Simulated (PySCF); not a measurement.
# Niobium: a sound run and one with changed settings

Sound run: Nb⁺ [Kr] 4d4, Nb²⁺ [Kr] 4d3. Computed with PySCF 2.14 in aug-cc-pVDZ-PP with ECP28MDF (5s5p4d2f, 54 functions), with scalar relativity through the core potential. The sound run starts from symmetry-adapted Hartree-Fock orbitals and uses a fine grid where one is needed.

Changed run: radial step 1.2 in ln r (0.13 in the sound run). This setting is unsound on purpose.

```tsv
species	method	sound run (hartree)	changed run (hartree)	converged
Nb⁺	UHF	-55.92700	-55.92700	yes
Nb⁺	TPSS	-56.37145	-57.53648	yes
Nb⁺	LDA	n/a	-57.49223	yes
Nb²⁺	UHF	-55.44583	-55.44583	yes
Nb²⁺	TPSS	-55.84961	-56.99293	yes
Nb²⁺	LDA	-55.68253	-56.93017	yes
```

Ionisation energy of Nb⁺:

```csv
method,sound run (eV),changed run (eV)
UHF,13.093,13.093
TPSS,n/a,14.791
LDA,n/a,15.294
```

A coarse radial grid mis-integrates the density and the exchange-correlation energy, with errors of either sign; Hartree-Fock needs no grid.

For comparison, NIST gives 14.32 eV between the lowest levels.
